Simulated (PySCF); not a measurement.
Static response to an electric field

C2H8N3PSi.
Structure used (GFN2-xTB), in Å, numbered top down from 1:
```xyz
15
C2H8N3PSi angstrom
C      2.2364   -0.8084    0.7341
N      1.0181   -1.0607    0.7806
Si    -0.2784   -0.3474   -0.1315
N     -0.9513   -1.6643   -1.0198
P      0.2239    1.2831   -1.6223
N     -1.3229    0.2615    1.1274
C     -1.8469    1.3919    1.1737
H      2.9187   -1.3567    1.3778
H      2.6958   -0.0562    0.0795
H     -1.7908   -1.4862   -1.5468
H     -1.0427   -2.5314   -0.5161
H      1.0306    1.9602   -0.7221
H      1.2969    0.6015   -2.1602
H     -1.6780    2.1819    0.4290
H     -2.5137    1.6392    1.9947
```

Level: wB97X-D/def2-SVPD (PySCF), static field, nuclei fixed, core orbitals frozen in the response. The polarisability tensor in these axes (au):

```
x   101.80  -6.93  -3.59
y    -6.93  97.92  -6.13
z    -3.59  -6.13  92.81
```

Q: Give the principal values, the mean and the anisotropy Δα = √{½[(α1 − α2)² + (α2 − α3)² + (α1 − α3)²]}.

A: Principal values 85.67, 99.74 and 107.12 au; mean 97.51 au = 14.45 Å³ = 16.08 × 10⁻⁴⁰ C²·m²/J; Δα = 18.87 au (19 % of the mean).

Q: What is the dipole moment, and where does it point?

A: (0.31, 0.90, -0.24) D, 0.98 D in size, pointing from the negative to the positive side. Measured along this direction, the outermost atoms are H11 at the negative end and H12 at the positive end.

Q: Along which axes do the principal values lie, and how far do the nuclei extend along each?

A: Largest value along (0.77, -0.63, 0.08), where the nuclei span 6.03 Å; middle along (-0.49, -0.51, 0.71), 4.27 Å; least along (0.41, 0.58, 0.70), 4.05 Å. The response follows the extents in order.

Q: How large is μ²/3kT at 250 K beside α?

A: In Gaussian units μ²/3kT = 9.22 Å³ against 14.45 Å³, a ratio of 0.64; the Debye molar polarisation (4π/3)N_A(α + μ²/3kT) is 59.7 cm³/mol, leaving out the vibrational part.

Q: What would n − 1 = 2πNα be for an ideal gas of these molecules at 298.15 K and 1 atm, electronic part alone?

A: N = p/kT = 2.4615 × 10¹⁹ cm⁻³, so n − 1 = 2π × N × 14.45 × 10⁻²⁴ cm³ = 2235 × 10⁻⁶ at long wavelengths.

Q: What are the principal values of the traceless quadrupole moment, Θ = ½Σq(3rr − r²1), about the centre of nuclear charge?

A: -13.88, 3.00, 10.88 D·Å. The values depend on the origin, since the dipole doesn't vanish. The electronic extent ⟨r²⟩ about the same centre is 1144 bohr², a root-mean-square distance of 2.14 Å for the 70 electrons.

Geometry: GFN2-xTB, one conformer, isolated molecule.
